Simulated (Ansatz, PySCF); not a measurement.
Molecule: SnS, charge 0, multiplicity 1. 
Geometry from a B3LYP-D3(BJ)/def2-TZVP (Ansatz, an electronic-structure program) optimisation:
SMILES: [S]=[Sn]
```xyz
2

Sn     0.0000     0.0000    -0.5388
S      0.0000     0.0000     1.6838
```
Charge 0, spin multiplicity 1.

Dipole moments at this geometry, in debye (magnitudes).

| level | program | dipole (D) |
|---|---|---|
| HF/def2-TZVPD | PySCF | 4.28 |
| PBE/def2-TZVPD | Ansatz | 3.22 |
| BP86/def2-TZVPD | PySCF | 3.17 |
| r2SCAN/def2-TZVPD | PySCF | 3.31 |
| B3LYP/def2-TZVPD | Ansatz | 3.47 |
| TPSSh/def2-TZVPD | PySCF | 3.40 |
| r2SCANh/def2-TZVPD | Ansatz | 3.41 |
| r2SCAN0/def2-TZVPD | Ansatz | 3.57 |
| MN15/def2-TZVPD | PySCF | 3.65 |
| HSE06/def2-TZVPD | Ansatz | 3.53 |
| CAM-B3LYP/def2-TZVPD | Ansatz | 3.72 |
| wB97X-V/def2-TZVPD | Ansatz | 3.87 |
| CCSD(T)/def2-SVPD | Ansatz | 3.17 |
